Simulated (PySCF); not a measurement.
Compound: cyclopropyl cyanosilane, C4H7NSi.
SMILES with atom numbers: `[N:1]#[C:2][SiH2:3][CH:4]1[CH2:5][CH2:6]1`

Cartesian coordinates in Å at the PBE0-D3(BJ)/def2-TZVP level; atoms count from 1:
```
atom  x, y, z in Å
N1     2.0326    2.2166    0.6271
C2     1.7707    1.2593    0.0420
Si3    1.2799   -0.2808   -0.8718
C4    -0.4339   -0.6915   -0.3347
C5    -1.4119    0.3984    0.0326
C6    -0.8616   -0.4830    1.0976
H7     1.3868    0.0345   -2.3163
H8     2.2786   -1.3150   -0.5094
H9    -0.8679   -1.5559   -0.8290
H10   -2.4418    0.2578   -0.2703
H11   -1.0704    1.4263    0.0024
H12   -0.1472   -0.0528    1.7897
H13   -1.5111   -1.2327    1.5308
```

Probes without a nucleus sit at each ring's centroid and 1 Å off its mean plane on both sides; NICS is minus the shielding there, NICSzz its component along the normal. Level: GIAO B97-2/pcSseg-2 (PySCF, non-relativistic, gas phase) on the PBE0-D3(BJ)/def2-TZVP geometry, one conformer.

Ring bond lengths (Å): C4–C5 1.510, C5–C6 1.488, C6–C4 1.509.

Question: Give the NICS values of each ring in ppm.

Answer: 
```tsv
ring	type	NICS(0)	NICS(1), two faces	NICS(1)zz, two faces	rms pucker (Å)	centre to ring atoms, mean (Å)
C4–C5–C6	3-membered carbocycle; formal bonds all single	-46.5	-9.9 / -8.4	-27.5 / -24.9	0.00	0.87
```

Question: What do they say, and how far can they be read as aromaticity?

Answer: 
- C4–C5–C6: mean NICS(1)zz -26.2 ppm, shielded. C4, C5, C6 have four or more neighbours, so the value isn't read as a sign of a π ring current. NICS(0) lies 37 ppm below the mean NICS(1).

Question: How shielded are the nuclei of the rings and their hydrogens (means over atoms taken as equivalent)?

Answer: 
| atoms | environment | σ isotropic (ppm) | principal values of the symmetric part, first atom (ppm) |
| --- | --- | --- | --- |
| C4 | sp3 carbon bound to silicon | 195.7 | 166.7, 188.1, 232.4 |
| C5 (×2) | three-membered-ring carbon | 180.9 | 153.2, 176.4, 212.5 |
| H9 | methine hydrogen | 32.09 | 25.0, 27.7, 43.6 |
| H10 (×2) | methylene hydrogen | 30.87 | 24.9, 26.4, 41.3 |
| H11 (×2) | methylene hydrogen | 30.92 | 24.6, 28.5, 39.6 |

Question: How do the values depend on the level or the medium?

Answer: 
```csv
level,"NICS(0), C4–C5–C6","mean NICS(1)zz, C4–C5–C6"
"B97-2/pcSseg-2, gas",-46.5,-26.2
"KT3/pcSseg-2, gas",-45.1,-25.5
"PBE0/pcSseg-2, gas",-46.8,-26.5
"wB97X-D/pcSseg-2, gas",-46.7,-26.5
"WP04/pcSseg-2, IEF-PCM chloroform",-44.8,-25.1
"wB97X-D/pcSseg-2, IEF-PCM chloroform",-46.9,-26.6
```

The geometry is the same throughout; the continuum's cavity takes Bondi-type radii × 1.2.
